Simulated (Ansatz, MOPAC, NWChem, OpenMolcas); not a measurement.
# GeH3 (SMILES [GeH3]): the zero-point energy at each level's own minimum, rung by rung

GeH3, doublet, SMILES `[GeH3]`. Each level relaxes the structure for itself.

Each level gives the zero-point energy at each level's own minimum (kJ/mol). The values are calculated.

```json
{"level": "PM6", "kind": "semi-empirical", "program": "MOPAC", "value (kJ/mol)": "54.5"}
{"level": "PM6-D3H4", "kind": "semi-empirical", "program": "MOPAC", "value (kJ/mol)": "54.5"}
{"level": "PM6-DH+", "kind": "semi-empirical", "program": "MOPAC", "value (kJ/mol)": "54.5"}
{"level": "PM6-DH2", "kind": "semi-empirical", "program": "MOPAC", "value (kJ/mol)": "54.5"}
{"level": "UHF/3-21G", "kind": "Hartree–Fock", "program": "OpenMolcas", "value (kJ/mol)": "54.0"}
{"level": "UHF/6-31G* (Cartesian functions)", "kind": "Hartree–Fock", "program": "OpenMolcas", "value (kJ/mol)": "55.6"}
{"level": "UHF/cc-pVTZ", "kind": "Hartree–Fock", "program": "OpenMolcas", "value (kJ/mol)": "55.5"}
{"level": "UB3LYP/6-311G**", "kind": "global hybrid", "program": "NWChem", "value (kJ/mol)": "52.2"}
{"level": "UPBE0-D4/def2-TZVP", "kind": "global hybrid", "program": "Ansatz", "value (kJ/mol)": "52.7"}
{"level": "CASSCF(3,3)/6-31G** (Cartesian functions)", "kind": "multireference", "program": "OpenMolcas", "value (kJ/mol)": "54.6"}
```

All-electron rows without a relativistic Hamiltonian named are non-relativistic. Harmonic and unscaled. The values span 52.2 to 55.6 kJ/mol.
